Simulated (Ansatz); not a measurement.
`C#[C][InH2]` + CH₃SH → `C[S][InH2]` + acetylene  (ligand exchange at the In–C bond)

Calculated with Ansatz (gas phase, PBE0-D4/def2-TZVP geometries, no zero-point term in ΔE). CBS: MP2 limit from def2 TZ/QZ plus the TZ coupled-cluster correction, frozen cores. This one scheme is used for every species. DFT in def2-TZVPP. Elements past krypton have def2 core potentials. For In outer-core shells are correlated without core-valence functions, which leaves a few kJ/mol of doubt a bond.

CCSD(T)/CBS gives -63.4 kJ/mol.

(1) Another level gave -59.1 kJ/mol. Which?
A. revPBE-D4/def2-TZVPP
B. LDA (SPW92)/def2-TZVPP
C. CCSD/def2-TZVPP
D. PBE-QIDH/def2-TZVPP

(2) What do rigid-rotor, harmonic-oscillator terms from PBE0-D4/def2-TZVP frequencies (298.15 K, 1 bar) make of the CCSD(T)/CBS value? (Best estimate.)

Largest T1 diagnostic among the species: 0.015.

Results:

(1) D. PBE-QIDH -59.1, revPBE-D4 -65.7, CCSD/def2-TZVPP -52.3, LDA (SPW92) -71.5 kJ/mol.

(2) Ansatz gave: ΔZPE = +4.9 kJ/mol, ΔH = -58.2 kJ/mol, ΔS = -13 J/(mol·K), ΔG = -54.4 kJ/mol. Modes under 50 cm⁻¹ make the entropy rough.

Leaving LDA and LC-ωPBE aside and taking each functional with its dispersion term where it has one, the values, not all of them listed here, spread over 10.8 kJ/mol, from PBE-D4 to ωB97X-V. LDA lies −5.9 kJ/mol from PBE without D4. At CCSD(T), def2-SVP lies +6.1 kJ/mol from the extrapolated value and def2-TZVPP +9.7 kJ/mol. From BLYP to BHLYP (50 % exact exchange), in def2-TZVPP and without D4, ΔE moves by +4.8 kJ/mol.
